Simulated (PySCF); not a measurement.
CH3BrFGa, SMILES [CH3][Ga]([F])[Br]. Atoms are numbered in the order given.

```xyz
7

Ga     0.0608     0.7470     0.0000
F      1.7298     1.3037     0.0000
Br    -0.1145    -1.5432     0.0000
C     -1.4051     2.0400     0.0000
H     -2.3761     1.5273     0.0000
H     -1.3189     2.6770     0.8932
H     -1.3189     2.6770    -0.8932
```
Charge 0, spin multiplicity 1.

Geometry: B3LYP-D3(BJ)/def2-SVP.

These are HF/pcSseg-1 (PySCF) values and carry that method's errors.

GIAO shieldings, no solvent; atoms alike by connectivity are averaged. δ = σ(ref) − σ: ¹⁹F against CFCl3 (σ = 238.5 ppm); ¹³C against TMS (σ = 192.6 ppm); ¹H against TMS (σ = 31.99 ppm), references at their B3LYP-D3(BJ)/def2-TZVP geometries, non-relativistic (without spin–orbit terms, shifts of atoms bonded to Cl or Br come out too high).

Computed chemical shifts:
| nucleus | atoms | count | δ (ppm) |
|---|---|---|---|
| ¹⁹F | F2 | 1 | -123.8 |
| ¹³C | C4 | 1 | -5.5 |
| ¹H | H5, H6, H7 | 3 | 0.78 |
